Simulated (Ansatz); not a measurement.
Consider the ligand exchange at the Si–O bond: `[SiH3][SiH2][O][SnH3]` + `[CH3][AlH][OH]` → `[CH3][AlH][O][SiH2][SiH3]` + `[OH][SnH3]`.

Program: Ansatz. Geometries: PBE0-D4/def2-TZVP. ΔE: electronic, gas phase. CBS: MP2 limit from def2 TZ/QZ plus the TZ coupled-cluster correction, frozen cores. DFT in def2-TZVPP. Elements past krypton have def2 core potentials. For Sn outer-core shells are correlated without core-valence functions, which leaves a few kJ/mol of doubt a bond. Each species was taken in one conformer, which may not be the lowest.

| level | ΔE (kJ/mol) |
| --- | --- |
| PBE0 | -1.8 |
| SCS-MP2/def2-TZVPP | -0.1 |
| CCSD/def2-TZVPP | -0.6 |
| HF/def2-QZVPP | -0.4 |
| MP2/def2-QZVPP | 0.6 |
| SCS-MP2/def2-QZVPP | 0.3 |
| HF/CBS(def2) | -0.4 |
| MP2/CBS(def2) | 0.7 |

Q: What does CCSD(T)/CBS give? (Best estimate.)

A: Computed: -0.2 kJ/mol. The listed levels differ from it by -1.6, 0.1, -0.4, -0.2, 0.8, 0.5, -0.2, 0.9 kJ/mol.

Largest T1 diagnostic among the species: 0.014.
